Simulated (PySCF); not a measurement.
# Correlation energy of N (nitrogen, neutral)

[He] 2s2 2p3, high-spin 4S determinant. All numbers are calculated (PySCF 2.14, the non-relativistic Hamiltonian (point nucleus), in aug-cc-pVDZ). Frozen: 1s2; 5 electrons correlated.

MP2 pair energies summed by pair of shells (mhartree):

```json
{"pair": "2s-2p", "energy": "-47.95", "share (%)": "63.9"}
{"pair": "2p-2p", "energy": "-18.78", "share (%)": "25.0"}
{"pair": "2s-2s", "energy": "-8.27", "share (%)": "11.0"}
```

Total MP2 correlation energy: -74.99 mhartree.

Same-spin part -22.70 and opposite-spin part -52.29 mhartree; SCS-MP2 scales them by 1/3 and 6/5 to -70.31 mhartree.

```csv
level,correlation energy (mhartree)
CCSD,-92.52
(T),-1.27
CCSD(T),-93.79
```

Diagnostics: T1 = 0.0078, D1 = 0.0124, largest double amplitude 0.029.

Cost of the coupled-cluster step: 0.27 s of wall time on 1 thread of Neoverse-N1 (shared host), for 5 correlated electrons.

Iterations:

```
CC2 = 0
CCSD nocc = (np.int64(4), np.int64(1)), nmo = (22, 22)
frozen orbitals [[0], [0]]
max_cycle = 100
direct = 0
conv_tol = 1e-08
conv_tol_normt = 1e-06
diis_space = 8
diis_start_cycle = 0
Init t2, MP2 energy = -0.0749901954437292
Init E_corr(UCCSD) = -0.0749901954440682
cycle = 1  E_corr(UCCSD) = -0.0882482874471211  dE = -0.013258092  norm(t1,t2) = 0.0342692
cycle = 2  E_corr(UCCSD) = -0.0911291708857558  dE = -0.00288088344  norm(t1,t2) = 0.0123682
cycle = 3  E_corr(UCCSD) = -0.0925892829442869  dE = -0.00146011206  norm(t1,t2) = 0.00588248
cycle = 4  E_corr(UCCSD) = -0.0925092481329344  dE = 8.00348114e-05  norm(t1,t2) = 0.00128915
cycle = 5  E_corr(UCCSD) = -0.0925216529134959  dE = -1.24047806e-05  norm(t1,t2) = 0.000390573
cycle = 6  E_corr(UCCSD) = -0.0925240600951087  dE = -2.40718161e-06  norm(t1,t2) = 9.95267e-05
cycle = 7  E_corr(UCCSD) = -0.0925242864355482  dE = -2.2634044e-07  norm(t1,t2) = 2.45015e-05
cycle = 8  E_corr(UCCSD) = -0.0925244549281132  dE = -1.68492565e-07  norm(t1,t2) = 4.40123e-06
cycle = 9  E_corr(UCCSD) = -0.0925244075498693  dE = 4.73782439e-08  norm(t1,t2) = 6.35133e-07
cycle = 10  E_corr(UCCSD) = -0.0925244245335558  dE = -1.69836864e-08  norm(t1,t2) = 1.04745e-07
cycle = 11  E_corr(UCCSD) = -0.0925244219793319  dE = 2.55422386e-09  norm(t1,t2) = 1.74002e-08
UCCSD converged
E(UCCSD) = -54.48570781162083  E_corr = -0.09252442197933193
UCCSD(T) correction = -0.00127374481241144
```
